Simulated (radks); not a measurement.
Trend from La3+ to Lu3+: ionisation energy by Delta-SCF between NIST ground configurations, and size. Method: Dirac Kohn-Sham, PBE, spin-unpolarised, spherical densities, point nucleus; open shells fill j = l - 1/2 first; computed with a radial shooting solver on a logarithmic mesh with Libxc functionals.

species  configuration  configuration of the ion  IE (eV)  NIST (eV)       kind  outermost  <r> outermost (bohr)  r at 0.001 e/bohr^3 (bohr)
La3+              [Xe]         [Kr] 4d10 5s2 5p5   49.942       50.0  semi-emp.      5p3/2                  1.78                        3.51
Ce3+          [Xe] 4f1                      [Xe]   37.890      36.91  semi-emp.      5p3/2                  1.74                        3.47
Pr3+          [Xe] 4f2                  [Xe] 4f1   39.138      38.98  semi-emp.      5p3/2                  1.70                        3.43
Nd3+          [Xe] 4f3                  [Xe] 4f2   40.242      40.60  semi-emp.      5p3/2                  1.67                        3.39
Pm3+          [Xe] 4f4                  [Xe] 4f3   41.227       41.2  semi-emp.      5p3/2                  1.64                        3.35
Sm3+          [Xe] 4f5                  [Xe] 4f4   42.108       41.6  semi-emp.      5p3/2                  1.61                        3.32
Eu3+          [Xe] 4f6                  [Xe] 4f5   42.899       42.9  semi-emp.      5p3/2                  1.58                        3.28
Gd3+          [Xe] 4f7                  [Xe] 4f6   42.850       44.4  semi-emp.      5p3/2                  1.56                        3.25
Tb3+          [Xe] 4f8                  [Xe] 4f7   43.462      39.33  semi-emp.      5p3/2                  1.53                        3.22
Dy3+          [Xe] 4f9                  [Xe] 4f8   44.007       41.2  semi-emp.      5p3/2                  1.51                        3.19
Ho3+         [Xe] 4f10                  [Xe] 4f9   44.490       42.5  semi-emp.      5p3/2                  1.48                        3.16
Er3+         [Xe] 4f11                 [Xe] 4f10   44.915      42.42  semi-emp.      5p3/2                  1.46                        3.14
Tm3+         [Xe] 4f12                 [Xe] 4f11   45.286      42.41  semi-emp.      5p3/2                  1.44                        3.11
Yb3+         [Xe] 4f13                 [Xe] 4f12   45.608      43.61  semi-emp.      5p3/2                  1.42                        3.09
Lu3+         [Xe] 4f14                 [Xe] 4f13   45.883      45.25  semi-emp.      5p3/2                  1.40                        3.06

Reference values: NIST Atomic Spectra Database (exp. = measured, semi-emp. = semi-empirical, theory = theoretical value adopted there). Spin polarisation and multiplet splitting are left out, so open shells lie too high by an amount that depends on their filling.

Beside tabulated values, note that spin-unpolarised runs miss the spin-polarisation part of the exchange energy of open shells. No tabulated value is given for the 4+ ions of Nd, Pm and Eu to Yb, where it belongs to another shell than the one emptied here.
